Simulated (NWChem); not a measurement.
**Lowest excitation of F2Ge**

```
Ge
F 1 1.7471
F 1 1.7471 2 97.20
```
Charge 0, spin multiplicity 1.

Program: NWChem. Structure: optimised with PBE0/def2-SVP, a minimum by its harmonic frequencies.

Basis set: def2-SVPD.

The Hamiltonian is non-relativistic. The correlated methods keep 11 core orbitals frozen. B3LYP has NWChem's definition, with VWN1-RPA local correlation. The structure started from a generated list of species. Coupled-cluster values serve here as a point of comparison, not as the truth.

Q: One of these methods gave a lowest vertical singlet excitation energy of 5.62 eV. Which?
(A) TD-LDA (SVWN5)
(B) TD-B3LYP
(C) CIS
(D) EOM-CCSD

A: D, EOM-CCSD. The others give 5.43 (TD-B3LYP), 5.22 (TD-LDA (SVWN5)), 6.12 (CIS).
